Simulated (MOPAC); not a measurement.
MOPAC input (PM7):

```
PM7 1SCF UHF MS=0.5 GEO-OK AUX(PRECISION=9) THREADS=1
F3Ge

Ge    0.22730056 1   -0.19776560 1   -0.01407944 1
F     0.78367187 1    1.44501103 1    0.01262969 1
F    -0.84716950 1   -0.33099937 1   -1.36934336 1
F    -0.74468214 1   -0.41084510 1    1.40677390 1
```

Question: What heat of formation does the run end on, and which ionisation energy by Koopmans theorem?

Answer: -133.85 kcal/mol; 10.23 eV.
